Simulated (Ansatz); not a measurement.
C$_{2}$H$_{7}$ClSSi, SMILES `C[SiH](S)CCl`. Total charge 0; spin multiplicity 1. All single points use the PBE0-D4/def2-TZVP geometry. It is one conformer, not always the lowest.

```xyz
12

C     0.100   -1.482   -1.006
Si    0.421   -0.165    0.274
S    -0.430   -0.851    2.108
C    -0.386    1.462   -0.235
Cl   -0.078    2.710    1.005
H     0.572   -2.423   -0.715
H     0.511   -1.184   -1.974
H    -0.971   -1.661   -1.126
H     1.875    0.098    0.426
H    -0.172    0.299    2.755
H     0.025    1.833   -1.176
H    -1.467    1.363   -0.339
```

(1) What is the dipole moment at r2SCAN/def2-TZVPP? (Estimate.)

(2) And with PBE, B3LYP, ωB97M-V? (Estimate.)

(3) Give the Mulliken charges with r2SCAN, ωB97M-V, PBE in def2-TZVPP. (An estimate is asked.)

## Answers

(1) Computed: 2.26 D, with components (-0.13, -0.64, -2.17) D in this frame, pointing from negative to positive charge.

(2) The calculation gave: PBE 2.16 D, B3LYP 2.21 D, ωB97M-V 2.21 D.

(3) The calculation gave: 
```tsv
atom	r2SCAN	ωB97M-V	PBE
C1	-0.32	-0.46	-0.39
Si2	0.41	0.33	0.33
S3	-0.30	-0.26	-0.28
C4	-0.11	-0.27	-0.17
Cl5	-0.17	-0.12	-0.15
H6	0.09	0.13	0.12
H7	0.08	0.12	0.11
H8	0.08	0.13	0.11
H9	-0.08	-0.02	-0.06
H10	0.12	0.13	0.12
H11	0.10	0.15	0.13
H12	0.10	0.15	0.13
```

B3LYP here is the variant with VWN-RPA as its local correlation; programs differ in this.
